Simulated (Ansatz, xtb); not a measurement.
# Relaxing a trial structure of AlF3GeH+

The starting geometry of this gas-phase singlet has its atoms placed at random.

```
atom    x (Å)    y (Å)    z (Å)
  Al   0.0934   0.0039  -0.5539
   F  -1.4722  -0.3492   1.2670
   F   1.5902  -0.7654   1.2198
   F  -0.4870   0.5291   1.0091
  Ge  -1.8491   1.0682   0.3278
   H   0.5208   0.1639   1.2527
```

Problem. One run relaxed it with r2SCAN-D4/def2-SVP. What is a likely outcome?

Solution. It ends as a structure with F3 bridging Al1 and H6, F4 bridging Ge5 and Al1, given below by its coordinates. Distances that change by over a tenth: Al1–F3 (2.45 → 2.04 Å), Al1–F4 (1.75 → 2.14 Å), F2–F4 (1.34 → 2.51 Å), F4–Ge5 (1.62 → 1.85 Å). Contacts that open: Al1–Ge5 (2.38 → 3.88 Å), Al1–H6 (1.86 → 2.71 Å), F4–H6 (1.10 → 2.45 Å). Contacts that close: F3–H6 (1.42 → 0.98 Å).

The energy falls by 17.32 eV over 32 steps:

```json
{"step": "1", "E − E(last) (eV)": "17.319"}
{"step": "4", "E − E(last) (eV)": "1.321"}
{"step": "8", "E − E(last) (eV)": "0.646"}
{"step": "11", "E − E(last) (eV)": "0.367"}
{"step": "15", "E − E(last) (eV)": "0.302"}
{"step": "18", "E − E(last) (eV)": "0.276"}
{"step": "22", "E − E(last) (eV)": "0.194"}
{"step": "25", "E − E(last) (eV)": "0.093"}
{"step": "29", "E − E(last) (eV)": "0.001"}
{"step": "32", "E − E(last) (eV)": "0.000"}
```

Final geometry (Å):

```xyz
6

Al    1.3113    0.3387   -0.7331
F    -1.2148   -0.1931    1.9950
F     1.0653   -0.4575    1.1321
F    -0.7490    0.7382   -0.2935
Ge   -2.2394    0.6656    0.7955
H     0.2228   -0.4415    1.6265
```

From the same start GFN2-xTB ends elsewhere, differing in Al1–Ge5 (2.61 against 3.88 Å here), F4–Ge5 (3.07 against 1.85 Å here).

From so rough a start the end depends on the optimiser's path, so another program may land elsewhere. No frequencies were run, so the end isn't proven a minimum. Run with Ansatz 0.2.0, 50 s on 2 threads of Intel(R) Xeon(R) 6975P-C (Granite Rapids), with other jobs on the host.
